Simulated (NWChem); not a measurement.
System: PbHCl, singlet; SMILES [Cl][PbH]

Input file for NWChem:

```
start job
memory heap 200 mb stack 900 mb global 1100 mb
geometry units angstroms noautosym nocenter noautoz
  Pb     0.039700     0.435246     0.000000
  H     -1.815097     0.605260     0.000000
  Cl    -0.012253    -2.054179     0.000000
end
basis spherical
  * library def2-svpd
end
ecp
  Pb library def2-ecp
end
dft
  xc xpbe96 cpbe96
  iterations 150
end
property
  response 1 0.0
end
task dft property
```

Low-valent species are run as closed-shell singlets; no triplet was tried in these runs. Geometry: optimised at PBE0/def2-SVP. def2 effective core potentials on Pb; no spin-orbit coupling.

Static field.

### Question
What results follow from this input? (PBE/def2-SVPD with def2 effective core potentials on Pb.) Quantities: isotropic polarisability (bohr³); anisotropy (bohr³).

### Answer
| Property | Value |
|---|---|
| isotropic polarisability (bohr³) | 62.8 |
| anisotropy (bohr³) | 31.0 |
